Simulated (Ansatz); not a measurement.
CH$_{3}$Cl$_{2}$FMoOS (`C[O][Mo]([F])(=[S])([Cl])[Cl]`) at its PBE0-D4/def2-TZVP geometry, where that method's forces vanish. Total charge 0; spin multiplicity 1. Mo: def2 effective core potential.

```csv
atom,x (Å),y (Å),z (Å)
C1,-0.4169,0.3815,1.6365
O2,-0.3908,-0.5000,0.5502
Mo3,0.1769,-0.4061,-1.1879
F4,-1.4488,0.4026,-1.5899
S5,0.1159,-2.3597,-1.8632
Cl6,0.9421,0.7579,-2.9972
Cl7,2.2791,-0.0912,-0.3080
H8,0.6132,0.6520,1.8968
H9,-0.9790,1.2856,1.3828
H10,-0.8917,-0.1226,2.4798
```

(1) For each bond, give half the difference of the two atoms' forces along it (eV/Å; positive pushes the atoms apart) under PBE-D4, r2SCAN-D4, B3LYP-D4, ωB97M-V in def2-TZVPP. (An estimate is asked.)

Answers

(1) Computed: 
| bond | length (Å) | PBE-D4 | r2SCAN-D4 | B3LYP-D4 | ωB97M-V |
| --- | --- | --- | --- | --- | --- |
| C1–O2 | 1.399 | -0.04 | 0.10 | 0.17 | 0.51 |
| C1–H8 | 1.096 | 0.12 | -0.04 | -0.09 | -0.15 |
| C1–H9 | 1.094 | 0.10 | -0.05 | -0.08 | -0.13 |
| C1–H10 | 1.091 | 0.08 | -0.06 | -0.11 | -0.13 |
| O2–Mo3 | 1.831 | 0.49 | 0.25 | 0.17 | -0.29 |
| Mo3–F4 | 1.860 | 0.35 | 0.07 | 0.23 | 0.00 |
| Mo3–S5 | 2.068 | 0.75 | 0.49 | 0.35 | -0.47 |
| Mo3–Cl6 | 2.283 | -0.15 | -0.10 | 0.12 | 0.22 |
| Mo3–Cl7 | 2.301 | -0.04 | 0.01 | 0.15 | 0.17 |

B3LYP here is the variant with VWN-RPA as its local correlation; programs differ in this.
